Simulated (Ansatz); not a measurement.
Input for Ansatz (an electronic-structure program): R-r2SCAN/def2-TZVPP on C2H6FGa (SMILES [CH3][Ga]([CH3])[F]), a point of a torsion scan.

Ansatz 0.2 input:
```yaml
crystal:
  periodic: [false, false, false]
  atoms:
    - {symbol: C, position_ang: [-1.83278591, -0.50138030, -0.08887777]}
    - {symbol: Ga, position_ang: [-0.03171896, 0.35319719, 0.35658118]}
    - {symbol: C, position_ang: [1.65709484, 0.01392549, 1.45484462]}
    - {symbol: F, position_ang: [0.11051921, 1.90451757, -0.48917799]}
    - {symbol: H, position_ang: [-1.77707883, -0.98581127, -1.06523553]}
    - {symbol: H, position_ang: [-2.57941279, 0.29301745, -0.14186612]}
    - {symbol: H, position_ang: [-2.13342372, -1.23843237, 0.65485314]}
    - {symbol: H, position_ang: [1.91604814, -1.04407228, 1.48581833]}
    - {symbol: H, position_ang: [1.51855126, 0.36955645, 2.47707343]}
    - {symbol: H, position_ang: [2.47087868, 0.57837941, 0.99634750]}
basis:
  gaussian:
    orbitals: def2-TZVPP
hamiltonian:
  xc: {name: r2SCAN}
scf: {lower_state_search: off}
```

Question: Predict the final total energy.

Answer: -2104.5484 hartree.
